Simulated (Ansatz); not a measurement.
Born–Oppenheimer molecular dynamics of BrCl2F2GeH (7 atoms, charge 0, multiplicity 1). It starts at the highest image of a converged band, a first-order saddle point between two minima.

Method: RKS PBE-D4/def2-SVP in Ansatz.

```yaml
ensemble: NVE (velocity Verlet)
time_step: 0.5 fs
steps_asked: 200
starting_velocities_drawn_for: 100 K
seed: 2362
```

First frame:

```xyz
7
Properties=species:S:1:pos:R:3
Ge -0.302 -0.003 -0.074
F -0.032 0.013 1.871
F 1.440 -0.008 -0.187
Cl -0.752 1.870 -1.018
Cl -0.755 -1.868 -1.032
Br -2.673 -0.011 1.219
H -1.181 0.007 2.043
```

Question: How far do the bonds stretch over the last three quarters of this one trajectory? (Pairs bonded in most of those frames.)

Answer: 
```csv
bond,mean (Å),spread (Å),shortest,longest
Ge1–F2,1.787,0.056,1.74,1.92
Ge1–F3,1.737,0.009,1.72,1.75
Ge1–Cl4,2.146,0.023,2.12,2.19
Ge1–Cl5,2.147,0.020,2.12,2.18
Ge1–Br6,2.943,0.190,2.72,3.35
Br6–H7,1.464,0.041,1.41,1.57
```

Pairs bonded in part of these frames only: Ge1–Br6 64 %.

Mean temperature of the second half: 658 K. The conserved energy stayed within 0.012 meV per atom of its start (net change 0.009 meV per atom), so the integration is sound. The kinetic energy rose, since the run started high on the potential surface and went downhill. It ends in pieces (BrH + Cl2F2Ge), so much of that is their flight and rotation, not heat. A run of 0.1 ps of so small a system gives no equilibrium averages. The orbitals stay closed-shell, which can raise the energy where a bond breaks towards radicals; this wasn't checked here.

Time of the run: 5.3 min on 4 threads of Arm Neoverse V1, with other jobs on the host, peak memory 0.25 GiB.
